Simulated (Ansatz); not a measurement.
```yaml
atoms:
  - { symbol: Cu, position_ang: [0.0032, -0.0058, -0.7774] }
  - { symbol: Cl, position_ang: [0.0099, 0.0013, 1.3129] }
```

Basis set: 6-31G* (spherical functions). Correlated methods keep 10 orbitals frozen. Charge 0, multiplicity 1.

Computed with Ansatz (development build ahead of 0.2.0); each method stands on the lowest determinant of its kind that the runs found. Restricted open shells among the atoms or ions are ROHF, correlated in semicanonical orbitals with singles.

The atomization energy at this shape (free ground-state atoms in the same class of orbitals less the molecule, no zero-point energy) of singlet CuCl:

```tsv
method	atomization energy
RHF	35.06 kcal/mol
```

**Question.** What does RHF-MP2 give?

**Answer.** 96.12 kcal/mol.
